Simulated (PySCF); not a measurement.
# Core binding energy against partial charge

Species: C4H9FOSi.
Numbering: `[F:1][C@H:2]1[CH2:3][SiH2:4][CH2:5][CH2:6][O:7]1`

Structure used (PBE0-D3(BJ)/def2-SVP), in Å, numbered top down from 1:
```
atom  x, y, z in Å
F1    -0.969    0.888   -1.886
C2    -1.063    1.312   -0.573
C3    -1.662    0.175    0.242
Si4   -0.446   -1.269    0.351
C5     1.187   -0.364    0.628
C6     1.263    0.862   -0.278
O7     0.165    1.750   -0.134
H8    -1.712    2.204   -0.569
H9    -2.636   -0.109   -0.185
H10   -1.844    0.547    1.264
H11   -0.792   -2.179    1.486
H12   -0.413   -2.066   -0.911
H13    1.234   -0.046    1.684
H14    2.056   -1.016    0.447
H15    2.147    1.472   -0.040
H16    1.350    0.557   -1.336
```

Binding energies: delta-SCF UKS SCAN, pcX-2 on the ionised atom, pcseg-1 elsewhere, spin-free X2C (PySCF 2.14.0). Charges: PBE0/pcSseg-1 ground-state density, for the ionised atom.

```json
{"atom": "C5", "environment": "sp3 carbon bound to silicon", "C 1s (eV)": "290.29", "Mulliken (e)": "-0.556", "IAO (e)": "-0.559", "Hirshfeld (e)": "-0.167", "ESP (e)": "-0.347"}
{"atom": "C3", "environment": "sp3 carbon bound to silicon", "C 1s (eV)": "290.37", "Mulliken (e)": "-0.532", "IAO (e)": "-0.578", "Hirshfeld (e)": "-0.179", "ESP (e)": "-0.442"}
{"atom": "C6", "environment": "sp3 carbon bound to oxygen", "C 1s (eV)": "292.22", "Mulliken (e)": "+0.044", "IAO (e)": "-0.054", "Hirshfeld (e)": "+0.002", "ESP (e)": "+0.294"}
{"atom": "C2", "environment": "sp3 C–F carbon", "C 1s (eV)": "294.34", "Mulliken (e)": "+0.395", "IAO (e)": "+0.358", "Hirshfeld (e)": "+0.127", "ESP (e)": "+0.441"}
```

**Question.** Give the correlation coefficient and slope of binding energy on charge for each scheme.

**Answer.** IAO: r = 1.00, slope 4.2 eV per e; Hirshfeld: r = 0.99, slope 13.0 eV per e; Mulliken: r = 0.99, slope 4.1 eV per e; ESP: r = 0.94, slope 4.0 eV per e. On 4 points no scheme stands out.

**Question.** The point-charge model writes a binding energy as kq + V + constant, with V the potential of the other atoms' charges at the site. What does it give with the ESP charges?

**Answer.** V = Σ 14.40 eV Å × q/r over all other atoms: +5.35 eV at C5, +6.68 eV at C3, -4.20 eV at C6, -6.68 eV at C2. Fitting binding energy − V to q gives k = 19.1 eV per e and leaves an rms residual of 0.67 eV, against 0.57 eV for the fit on q alone. The model has no term for differences in relaxation between sites.

Geometry: PBE0-D3(BJ)/def2-SVP, one conformer, isolated molecule.
